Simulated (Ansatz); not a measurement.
Calculation: frozen-core CCSD(T)/aug-cc-pVTZ // PBE0-D3(BJ)/def2-TZVPD (Ansatz, an electronic-structure program). The geometry is that of the parent before the electron was removed.

Ansatz 0.2 input:
```yaml
crystal:
  periodic: [false, false, false]
  atoms:
    - { symbol: C, position_ang: [-0.816661, -0.026807, 0.056089] }
    - { symbol: Ge, position_ang: [1.037767, -0.029529, -0.842309] }
    - { symbol: H, position_ang: [-1.34401, -0.954471, -0.193095] }
    - { symbol: H, position_ang: [-0.775828, 0.063933, 1.146087] }
    - { symbol: H, position_ang: [-1.411098, 0.80555, -0.337081] }
    - { symbol: H, position_ang: [1.699018, -1.093452, 0.183472] }
    - { symbol: H, position_ang: [1.609559, 1.234759, -0.008021] }
basis:
  gaussian: { orbitals: aug-cc-pVTZ }
correlation:
  method: ccsd_t
magnetization:
  spin_polarized: true
  initial_magnetization: 1
```

Output:

```
Functional definition: HF
1253 factors; integrals over basis functions are off by at most 1.3e-3 eV
mean field evaluation 1: about -57580.3534 eV, gradient 2.1e1 eV
mean field evaluation 2: about -57580.3547 eV, gradient 2.1e1 eV
mean field evaluation 4: about -57582.9646 eV, gradient 2.2e0 eV
mean field evaluation 8: about -57583.0373 eV, gradient 5.5e-3 eV
mean field evaluation 16: about -57583.0346 eV, gradient 2.6e-1 eV
mean field evaluation 32: about -57580.1369 eV, gradient 8.6e-3 eV
mean field evaluation 64: about -57579.7937 eV, gradient 1.0e0 eV
mean field -57583.03732809 eV, -2116.1375906229 hartree, gradient 8.8e-6 eV, S^2 0.755296; 2 other end points of the search recorded, 0 dependent functions left out
determinant -57583.03732809 eV, -2116.1375906229 hartree, with singles and doubles -57594.44913679 eV, -2116.5569668571 hartree
determinant -57580.13687453 eV, -2116.0310009204 hartree, with singles and doubles -57591.63334479 eV, -2116.4534884099 hartree
determinant -57579.82221705 eV, -2116.0194374711 hartree, with singles and doubles -57591.46002665 eV, -2116.4471190857 hartree
10 core orbitals not correlated
reference -57583.03732809 eV, -2116.1375906229 hartree; 12, 11 occupied and 198, 199 virtual orbitals, 1253 factors
second order -10.38024075 eV of doubles, -0.00000000 eV of singles
cycle   1  -11.21085825 eV  change   -7.8e-1 eV  update   2.3e-2
cycle   2  -11.23451027 eV  change   -2.4e-2 eV  update   5.5e-3
cycle   3  -11.23539879 eV  change   -8.9e-4 eV  update   2.2e-3
cycle   4  -11.23637166 eV  change   -9.7e-4 eV  update   7.8e-4
cycle   5  -11.23651584 eV  change   -1.4e-4 eV  update   3.2e-4
cycle   6  -11.23656092 eV  change   -4.5e-5 eV  update   1.6e-4
cycle   7  -11.23663790 eV  change   -7.7e-5 eV  update   8.8e-5
cycle   8  -11.23664151 eV  change   -3.6e-6 eV  update   4.8e-5
cycle   9  -11.23662392 eV  change    1.8e-5 eV  update   2.5e-5
perturbative correction -0.45637674 eV, -0.0167715358 hartree
Total energy: -57594.73032875 eV, -2116.5673004711 hartree
```

Cost: about 20 core-minutes (a rough figure).
